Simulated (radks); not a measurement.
Values are calculated unless marked as measured or tabulated.
The chlorine anion Cl-, [Ar], held by a Watson sphere: a shell of charge +1.38 at radius R that stands for the Madelung well of a crystal (potential energy -1.38/R inside, -1.38/r outside, in hartree with lengths in bohr). Level of theory: scalar-relativistic Kohn-Sham, LB94 model potential, spin-polarised, spherical densities, point nucleus (a radial shooting solver on a logarithmic mesh with Libxc functionals). Response by self-consistent Sternheimer equations with the Hartree and adiabatic LDA kernel, the relativistic mass of each level held fixed and spin-orbit coupling left out. The sphere does not respond.

R (bohr)  e(2p) (eV)  e(3s) (eV)  e(3p) (eV)  <r> 3p (bohr)  sum of <r^2> (bohr^2)  X-ray form factor at sin(theta)/lambda = 0.3 1/angstrom  alpha (bohr^3)
2.6          -208.50     -27.804     -16.262          1.906                  33.69                                                    9.595           18.52
2.69         -208.31     -27.534     -16.009          1.915                  33.98                                                    9.594           19.09
2.77         -208.14     -27.300     -15.788          1.922                  34.23                                                    9.594           19.60
2.91         -207.85     -26.906     -15.411          1.934                  34.63                                                    9.594           20.48
3.33         -206.96     -25.826     -14.357          1.961                  35.61                                                    9.597           23.00
4.26         -205.20     -23.914     -12.453          1.994                  36.93                                                    9.602           27.56
4.37         -205.02     -23.725     -12.264          1.996                  37.03                                                    9.603           27.99
